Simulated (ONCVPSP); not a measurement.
**nickel: one change to an ONCV potential, before and after**

ONCVPSP 4.0.1 input, shortened (lines: element, Z, core and valence counts, functional; n l f; lmax; l rc ep ncon nbas qcut; lloc lpopt rc5 dvloc0; l nproj debl; icmod fcfact rcfact), PBE, fully relativistic:

```
  Ni 28.00    3    4        4      upf
    1    0    2.00
    2    0    2.00
    2    1    6.00
    3    0    2.00
    3    1    6.00
    3    2    8.00
    4    0    1.00
    2
    0    1.20    0.00    3    8   11.60
    1    1.20    0.00    4    7   13.40
    2    1.10    0.00    3    8   15.10
    4    3    0.80    3.00
    0    2    2.30
    1    2    3.60
    2    1    2.70
    0    0.00    0.00
```

Open shells are filled in proportion to 2j + 1.

All-electron outer shells of the reference configuration (PBE, scalar-relativistic, ld1.x):

```json
{"shell": "2p", "level (eV)": "-853.66", "outermost node (bohr)": "–", "outermost maximum (bohr)": "0.16"}
{"shell": "3s", "level (eV)": "-120.17", "outermost node (bohr)": "0.30", "outermost maximum (bohr)": "0.64"}
{"shell": "3p", "level (eV)": "-80.51", "outermost node (bohr)": "0.27", "outermost maximum (bohr)": "0.65"}
{"shell": "3d", "level (eV)": "-17.92", "outermost node (bohr)": "–", "outermost maximum (bohr)": "0.63"}
{"shell": "4s", "level (eV)": "-13.18", "outermost node (bohr)": "0.92", "outermost maximum (bohr)": "2.13"}
```

Change: d: nproj 3.

Cutoffs: the cutoffs (Ha) at which the residual kinetic energy of the hardest occupied pseudo-wave falls to 1 and 0.1 mHa per electron; they do not see the model core or the augmentation charge, which bear on the density cutoff. Errors are all-electron minus pseudo energies relative to the spin-unpolarised reference configuration.

Q: How do hardness, ghosts and transferability respond?

A: The potential gets neither clearly harder nor softer (82 Ha and 94 Ha → 82 Ha and 94 Ha); of the 4 tests that both files solve, the error grows in 0 and shrinks in 1 by more than 15 % and 0.3 meV (median size 1.1 → 1.0 meV); the range in which the d5/2 phases agree widens (upper end 3.2 → at the end of the scan); the range in which the d3/2 phases agree widens (upper end 3.2 → at the end of the scan); neither file shows a bound ghost.

| quantity | base | changed |
| --- | --- | --- |
| cutoff, loose | 82 Ha | 82 Ha |
| cutoff, tight | 94 Ha | 94 Ha |
| bound ghosts | none | none |
| GHOST(+) flags under 300 eV | none | none |
| error for 3s2 3p6 3d8 4s2, meV [ΔE -9.32 eV] | +0.4 | +0.4 |
| error for 3s2 3p6 3d8 4s0, meV [ΔE 17.35 eV] | +1.6 | +1.6 |
| error for 3s2 3p6 3d7 4s0, meV [ΔE 54.82 eV] | -4.5 | +4.7 |
| error for 3s2 3p6 3d8.5 4s1.5, meV [ΔE -10.51 eV] | -0.7 | +0.2 |
| s: phases at 1.22 bohr within 0.05 rad from the reference energy up to (Ha; the scan ends near 5) | to the end of the scan | to the end of the scan |
| p3/2: phases at 1.22 bohr within 0.05 rad from the reference energy up to (Ha; the scan ends near 5) | to the end of the scan | to the end of the scan |
| p1/2: phases at 1.22 bohr within 0.05 rad from the reference energy up to (Ha; the scan ends near 5) | to the end of the scan | to the end of the scan |
| d5/2: phases at 1.12 bohr within 0.05 rad from the reference energy up to (Ha; the scan ends near 5) | 3.2 | to the end of the scan |
| d3/2: phases at 1.12 bohr within 0.05 rad from the reference energy up to (Ha; the scan ends near 5) | 3.2 | to the end of the scan |
